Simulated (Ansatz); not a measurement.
Species: SiNH$_{2}$Cl, charge 0, singlet. SiNH2Cl (SMILES Cl[Si]N).
B3LYP-D3(BJ)/def2-TZVP minimum from Ansatz (a first-principles code):
```xyz
5

Si    -0.5177    -0.2914     0.7217
Cl     0.7140     1.0970    -0.3093
N     -0.5389    -1.5263    -0.4558
H     -0.0682    -1.5024    -1.3499
H     -1.0504    -2.3840    -0.3051
```

Total energies in cc-pV(D+d)Z, 18 correlated electrons, 11 frozen orbitals. Radicals and triplets start from unrestricted determinants; spin-orbit coupling is neglected. Correlated methods leave the cores frozen. No relativity.

```json
[
 {"method": "HF", "program": "Ansatz", "energy (Eh)": "-804.11490", "minus CCSDT(Q) (mEh)": "438.07"},
 {"method": "MP2", "program": "Ansatz", "energy (Eh)": "-804.50439", "minus CCSDT(Q) (mEh)": "48.58"},
 {"method": "CCSD", "program": "Ansatz", "energy (Eh)": "-804.53894", "minus CCSDT(Q) (mEh)": "14.04"},
 {"method": "CCSD(T)", "program": "Ansatz", "energy (Eh)": "-804.55089", "minus CCSDT(Q) (mEh)": "2.08"},
 {"method": "CCSDT(Q)", "program": "Ansatz", "energy (Eh)": "-804.55297", "minus CCSDT(Q) (mEh)": "0.00"}
]
```

Rough core times of Ansatz's runs on a shared machine: CCSD(T) under 20 s, CCSDT(Q) 4 min.
